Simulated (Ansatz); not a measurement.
AlH3 (SMILES [AlH3]) at its CCSD(T)/cc-pV(T+d)Z minimum, average atomic masses, point group D3h.
(charge 0, multiplicity 1):
```tsv
atom	x (Å)	y (Å)	z (Å)
Al	0.0000	0.0000	0.0000
H	1.5746	-0.1463	-0.0016
H	-0.9140	-1.2905	0.0010
H	-0.6606	1.4368	0.0006
```

Frozen-core correlation.

Codes used: Ansatz (Gaussian basis) for Hartree–Fock, density functionals and correlated methods. Values without a source in brackets are computed.

Harmonic frequencies (cm⁻¹): 715 797 797 1939 1943 1943.

Q: Work out the rotational constants, the zero-point energy, and the ideal-gas entropy and heat capacity at 298.15 K and 1 bar (rigid rotor, harmonic oscillator).

A: 
Principal moments 3.781, 3.781, 7.563 u Å² give 16.8576/I = 4.458, 4.458, 2.229 cm⁻¹. Zero point: Σω/2 = 4068 cm⁻¹ = 11.63 kcal/mol. Translation R(1.5 ln M + 2.5 ln T − 1.1517) with M = 30.006 u: 151.28 J/(mol K). Rotation with σ = 6: q = 132.4, S = R(ln q + 3/2) = 53.09. Vibration, summed over R(u/(eᵘ − 1) − ln(1 − e⁻ᵘ)) with u = 1.43878ω/T: 2.99, of which the lowest mode gives 1.21. S° = 207.4 J/(mol K); C_p = 4R + 9.02 = 42.28 J/(mol K).

Ansatz is an electronic-structure program.
